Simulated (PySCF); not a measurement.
H5NO2SSiW, multiplicity 1. Atoms are numbered in the order given.

```xyz
11

W      0.0990     0.3579     0.2402
O      1.4837     1.3064    -0.1030
S      0.5383    -1.1190     1.7524
N     -1.2562     1.5589     0.9430
H     -1.9601     1.3036     1.6330
H     -1.2372     2.5661     0.7916
O     -0.4938    -0.5046    -1.3258
Si    -0.6876    -1.6925    -2.4946
H     -2.0492    -1.5481    -3.0766
H     -0.5375    -3.0283    -1.8559
H      0.3433    -1.5046    -3.5505
```

Coordinates come from a B3LYP-D3(BJ)/def2-SVP optimisation. The multiplicity is an assumed one; no other spin state was optimised. The structure was generated by enumeration; whether it is a known compound was not checked. The def2 effective core potentials stand for the cores of W; spin–orbit coupling is left out. Other conformers were not sampled.

The numbers are results of TDDFT-PBE/def2-SVPD (PySCF), not measurements.

Vertical excitations. Gas-phase values at a fixed geometry.

| state | energy (eV) | λ (nm) | f | main pairs |
|---|---|---|---|---|
| S1 | 3.35 | 370 | 0.001 | HOMO→LUMO 99 % |
| S2 | 3.79 | 327 | 0.001 | HOMO→LUMO+1 68 %, HOMO−1→LUMO 31 % |
| S3 | 4.25 | 292 | 0.030 | HOMO−1→LUMO 38 %, HOMO→LUMO+1 19 %, HOMO−2→LUMO 13 %, HOMO−1→LUMO+1 11 % |
| S4 | 4.28 | 289 | 0.014 | HOMO−1→LUMO+1 81 % |
| S5 | 4.58 | 270 | 0.011 | HOMO−2→LUMO 70 %, HOMO→LUMO+2 13 % |
| S6 | 4.75 | 261 | 0.004 | HOMO→LUMO+2 83 % |
| S7 | 4.85 | 256 | 0.006 | HOMO−3→LUMO 84 % |
| S8 | 4.88 | 254 | 0.005 | HOMO→LUMO+3 75 %, HOMO−4→LUMO 18 % |
| S9 | 5.04 | 246 | 0.009 | HOMO−2→LUMO+1 46 %, HOMO−1→LUMO+2 16 %, HOMO−4→LUMO 14 %, HOMO→LUMO+3 7 % |
| S10 | 5.05 | 246 | 0.018 | HOMO−4→LUMO 44 %, HOMO−1→LUMO+2 18 %, HOMO−2→LUMO+1 10 % |
| T1 | 3.06 | 406 | 0 | HOMO→LUMO 98 % |
| T2 | 3.24 | 383 | 0 | HOMO−1→LUMO 81 %, HOMO→LUMO+1 15 % |
| T3 | 3.45 | 360 | 0 | HOMO→LUMO+1 84 %, HOMO−1→LUMO 15 % |
| T4 | 3.89 | 319 | 0 | HOMO−1→LUMO+1 95 % |
Triplets are in the Tamm–Dancoff approximation, which puts them higher than full response would, so one can lie above its singlet here.
